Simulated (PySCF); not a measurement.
Bond curve of GeC

Set-up: Ge 6-31G(d,p), C 6-31G(d,p); no relativity (PySCF 2.14). Energies in eV from Ge + C in their ground configurations at the same level. State: ³Π (triplet), unpaired electrons σ ↑, π ↑.

All columns are LC-ωPBE. A positive dipole means Ge(−)C(+).

```
R (Å)  E (eV)  μ (D)  Mulliken charge on Ge (basis-dependent)  HOMO (eV)  LUMO (eV)  Mayer bond order  ⟨S²⟩
1.549  -2.332  -0.71                                    -0.01      -9.57      -1.88              2.46  2.03
1.621  -2.976  -0.89                                     0.02      -9.25      -1.74              2.39  2.05
1.693  -3.308  -1.06                                     0.04      -8.95      -1.62              2.31  2.08
1.747  -3.411  -1.16                                     0.07      -8.74      -1.56              2.22  2.13
1.801  -3.423  -1.23                                     0.08      -8.56      -1.50              2.10  2.21
1.855  -3.373  -1.30                                     0.10      -8.43      -1.46              1.96  2.30
1.927  -3.241  -1.41                                     0.13      -8.32      -1.41              1.78  2.43
2.017  -3.012  -1.60                                     0.16      -8.26      -1.36              1.58  2.56
2.125  -2.685  -1.90                                     0.20      -8.27      -1.33              1.39  2.67
```

A fit through these points gives, at Re = 1.783 Å, μ = -1.21 D and dμ/dR = -1.29 D/Å; the reduced mass is 10.32 u.

Task: How strong is the fundamental in the double-harmonic approximation, I = 42.26·(dμ/dR)²/μred km/mol?

Result: I = 42.26·(-1.29)²/10.32 = 6.81 km/mol at LC-ωPBE.

⟨S²⟩ of the unrestricted solution departs from its pure value on part of the curve, where spin states mix. Spin–orbit coupling is left out. The state was picked by a PBE0 search and need not be the measured ground state.
